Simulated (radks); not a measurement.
Problem. These are the eigenvalues of the occupied orbitals of an atom or ion with whole-number occupations (eV). Method: Dirac Kohn-Sham, PBE, spin-unpolarised, spherical densities, finite nucleus; Fermi nuclear charge, rms radius of each element as measured or else 0.836 A^(1/3) + 0.57 fm; computed with a radial shooting solver on a logarithmic mesh with Libxc functionals.

1s1/2: -69379.37
2s1/2: -11973.32
2p1/2: -11452.55
2p3/2: -10099.87
3s1/2: -2763.122
3p1/2: -2530.613
3p3/2: -2238.118
3d3/2: -1845.748
3d5/2: -1782.137
4s1/2: -575.9118
4p1/2: -479.3788
4p3/2: -411.6004
4d3/2: -252.8584
4d5/2: -240.3688
5s1/2: -86.3354
5p1/2: -57.7752
5p3/2: -47.9690
4f5/2: -41.8427
4f7/2: -39.6052
5d3/2: -12.1996
6s1/2: -12.1776
5d5/2: -11.4216

Which element is it, and in what charge state? The configuration may be excited. Open shells, if any, are shared by 2j + 1.

Solution. Z = 74, tungsten, charge +1: W+ in [Xe] 4f14 5d4 6s1. The list shows which subshells hold electrons but not how many an open one holds; the 1s level, -2549.6 hartree, gives Z - s = 71.4 by -(Z - s)^2/2, which with screening and relativity narrows Z to a few neighbours, and the depths of the outer levels then fix element, charge and occupations together.
